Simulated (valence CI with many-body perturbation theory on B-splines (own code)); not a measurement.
# Level structure of La XLIII

Calculated by valence CI with perturbative core correlation (CI+MBPT): five valence electrons over a frozen Dirac-Fock core [Ne], radial functions for each j: 11 s, 11 p, 10 d, 8 f, 5 g, 2 h, with the one-electron correlation potential Σ1 (screened to all orders), the two-electron term Σ2, the three-electron term Σ3, Breit, model QED; selected single and double excitations, second order for the rest, scaled by the run's own slope (own B-spline code, finite nucleus).

The last digits are not significant, and no measured levels were compared; by estimate large intervals hold to a few tenths of a per cent, small ones and those within an open d or f shell to about a per cent. Among the levels kept, up to 3200 cm⁻¹ of a level comes from second order outside the variational space, and about a tenth of that is noise between levels of different J, which matters for small intervals.

Levels 1 to 45 of 170, with energies above the lowest level, (3s^2 3p1/2^2 3p3/2) J=3/2. "Leading %" is the weight of the configuration and term that name the level; weights of strongly mixed levels are sums over their largest components and can fall short. In the jj column 3d3/2^4 stands for four electrons in 3d with j = 3/2. Lifetimes count E1, E2, E3, M1 and M2 decay at the calculated energies, and are blank where another channel may lead or the interval is too uncertain; long ones can be off by a factor of two.

```tsv
No.	Configuration	Term	J	E (eV)	Leading %	Second component	Lifetime	g	Leading jj
1	3s²3p³	²P°	3/2	0.00	45	29 % 3s²3p³ ⁴S°		1.384	3s^2 3p1/2^2 3p3/2 (98 %)
2	3s²3p³	⁴S°	3/2	93.46	53	45 % 3s²3p³ ²D°	117 ns	1.443	3s^2 3p1/2 3p3/2^2 (98 %)
3	3s²3p³	²D°	5/2	102.22	98		630 ns	1.193	3s^2 3p1/2 3p3/2^2 (98 %)
4	3s²3p³	²P°	1/2	113.04	98		162 ns	0.656	3s^2 3p1/2 3p3/2^2 (98 %)
5	3s²3p²3d	⁴F	3/2	163.23	36	27 % 3s²3p²3d ²D	300 ps	0.782	3s^2 3p1/2^2 3d3/2 (96 %)
6	3s²3p²3d	²D	5/2	190.86	20	16 % 3s3p⁴ ⁴P	41.7 ps	1.286	3s^2 3p1/2^2 3d5/2 (74 %)
7	3s²3p³	²P°	3/2	207.77	53	28 % 3s²3p³ ²D°	55.5 ns	1.288	3s^2 3p3/2^3 (97 %)
8	3s3p⁴	⁴P	5/2	213.49	54	16 % 3s3p⁴ ²D	9.80 ps	1.393	3s 3p1/2^2 3p3/2^2 (69 %)
9	3s3p⁴	²S	1/2	231.53	49	32 % 3s3p⁴ ⁴P	8.82 ps	2.171	3s 3p1/2^2 3p3/2^2 (83 %)
10	3s3p⁴	²D	3/2	232.15	28	28 % 3s3p⁴ ²P	5.65 ps	1.153	3s 3p1/2^2 3p3/2^2 (70 %)
11	3s²3p²3d	²F	5/2	255.95	47	44 % 3s²3p²3d ⁴F	364 ps	0.958	3s^2 3p1/2 3p3/2 3d3/2 (97 %)
12	3s²3p²3d	⁴F	3/2	257.22	31	29 % 3s²3p²3d ⁴D	27.5 ps	0.925	3s^2 3p1/2 3p3/2 3d3/2 (92 %)
13	3s²3p²3d	⁴D	1/2	257.72	78	14 % 3s²3p²3d ²P	226 ps	0.215	3s^2 3p1/2 3p3/2 3d3/2 (98 %)
14	3s²3p²3d	²G	7/2	264.45	42	28 % 3s²3p²3d ²F	5.83 μs	1.061	3s^2 3p1/2 3p3/2 3d3/2 (93 %)
15	3s²3p²3d	⁴D	7/2	279.77	47	37 % 3s²3p²3d ⁴F	3.17 ns	1.306	3s^2 3p1/2 3p3/2 3d5/2 (99 %)
16	3s²3p²3d	²P	3/2	281.59	35	23 % 3s²3p²3d ⁴P	114 ps	1.436	3s^2 3p1/2 3p3/2 3d5/2 (77 %)
17	3s²3p²3d	⁴P	5/2	284.36	29	24 % 3s²3p²3d ²F	2.44 ps	1.193	3s^2 3p1/2 3p3/2 3d3/2 (46 %)
18	3s²3p²3d	²D	5/2	287.82	42	25 % 3s²3p²3d ⁴D	3.92 ps	1.216	3s^2 3p1/2 3p3/2 3d5/2 (52 %)
19	3s²3p²3d	²G	9/2	289.01	56	43 % 3s²3p²3d ⁴F	8.59 μs	1.201	3s^2 3p1/2 3p3/2 3d5/2 (98 %)
20	3s²3p²3d	²D	3/2	290.64	24	24 % 3s²3p²3d ⁴P	968 fs	1.240	3s^2 3p1/2 3p3/2 3d3/2 (76 %)
21	3s²3p²3d	²P	1/2	290.88	39	36 % 3s²3p²3d ⁴P	1.31 ps	1.652	3s^2 3p1/2 3p3/2 3d3/2 (85 %)
22	3s²3p²3d	²F	7/2	306.00	46	30 % 3s²3p²3d ²G	6.84 ps	1.094	3s^2 3p1/2 3p3/2 3d5/2 (87 %)
23	3s²3p²3d	²D	5/2	308.06	37	21 % 3s²3p²3d ²F	3.04 ps	1.196	3s^2 3p1/2 3p3/2 3d5/2 (77 %)
24	3s²3p²3d	²D	3/2	310.42	52	19 % 3s²3p²3d ⁴D	7.76 ps	1.011	3s^2 3p1/2 3p3/2 3d5/2 (74 %)
25	3s²3p²3d	²P	1/2	312.16	41	34 % 3s²3p²3d ²S	5.31 ps	1.354	3s^2 3p1/2 3p3/2 3d5/2 (79 %)
26	3s3p⁴	⁴P	3/2	321.01	36	20 % 3s²3p²3d ²P	3.74 ps	1.272	3s 3p1/2 3p3/2^3 (53 %)
27	3s3p⁴	²D	5/2	329.85	58	12 % 3s3p⁴ ⁴P	3.68 ps	1.268	3s 3p1/2 3p3/2^3 (67 %)
28	3s3p⁴	²P	3/2	345.10	45	20 % 3s3p⁴ ²D	1.88 ps	1.159	3s 3p1/2 3p3/2^3 (72 %)
29	3s3p⁴	²P	1/2	345.12	37	24 % 3s3p⁴ ⁴P	1.99 ps	1.286	3s 3p1/2 3p3/2^3 (60 %)
30	3s3p³3d	⁶D°	5/2	368.55	28	27 % 3s3p³3d ⁴D°	59.9 ps	1.314	3s 3p1/2^2 3p3/2 3d3/2 (89 %)
31	3s3p³3d	⁶D°	3/2	370.08	34	17 % 3s3p³3d ⁴D°	39.3 ps	1.357	3s 3p1/2^2 3p3/2 3d3/2 (91 %)
32	3s3p³3d	⁶D°	1/2	370.89	42	38 % 3s3p³3d ⁴P°	68.9 ps	2.616	3s 3p1/2^2 3p3/2 3d3/2 (90 %)
33	3s3p³3d	⁶D°	7/2	373.87	29	22 % 3s3p³3d ⁴F°	78.5 ps	1.336	3s 3p1/2^2 3p3/2 3d3/2 (77 %)
34	3s²3p²3d	²D	5/2	381.65	32	18 % 3s²3p²3d ²F	1.52 ps	1.191	3s^2 3p3/2^2 3d3/2 (80 %)
35	3s²3p²3d	²F	7/2	382.18	45	29 % 3s²3p²3d ⁴D	3.24 ps	1.225	3s^2 3p3/2^2 3d3/2 (53 %)
36	3s²3p²3d	²P	1/2	382.88	39	29 % 3s²3p²3d ⁴P	1.24 ps	1.359	3s^2 3p3/2^2 3d3/2 (71 %)
37	3s²3p²3d	²D	3/2	382.89	25	24 % 3s²3p²3d ⁴P	1.17 ps	1.179	3s^2 3p3/2^2 3d3/2 (77 %)
38	3s²3p²3d	²F	7/2	386.29	63	21 % 3s²3p²3d ²G	4.77 ps	1.121	3s^2 3p3/2^2 3d5/2 (57 %)
39	3s3p³3d	⁴F°	3/2	386.83	29	14 % 3s3p³3d ²D°	9.49 ps	0.975	3s 3p1/2^2 3p3/2 3d3/2 (69 %)
40	3s²3p²3d	⁴F	9/2	387.02	56	43 % 3s²3p²3d ²G	100 ns	1.231	3s^2 3p3/2^2 3d5/2 (97 %)
41	3s²3p²3d	²S	1/2	389.12	37	29 % 3s²3p²3d ²P	18.0 ps	1.550	3s^2 3p3/2^2 3d5/2 (77 %)
42	3s3p³3d	⁶D°	9/2	392.73	43	40 % 3s3p³3d ⁴F°	68.7 ps	1.393	3s 3p1/2^2 3p3/2 3d5/2 (93 %)
43	3s²3p²3d	²D	3/2	397.44	63	10 % 3s²3p²3d ²P	1.65 ps	0.893	3s^2 3p3/2^2 3d3/2 (83 %)
44	3s3p³3d	⁴G°	5/2	399.42	31	18 % 3s3p³3d ²F°	4.61 ps	0.863	3s 3p1/2^2 3p3/2 3d3/2 (82 %)
45	3s3p³3d	⁴D°	1/2	402.28	48	19 % 3s3p³3d ²P°	4.09 ps	0.574	3s 3p1/2^2 3p3/2 3d3/2 (84 %)
```

The ionisation energy to 3s²3p² ³P0 of the next ion comes out as 3224.5 eV (NIST: 3222 ± 4 eV (theoretical)). All 170 levels together are meant to be complete up to 627.06 eV.
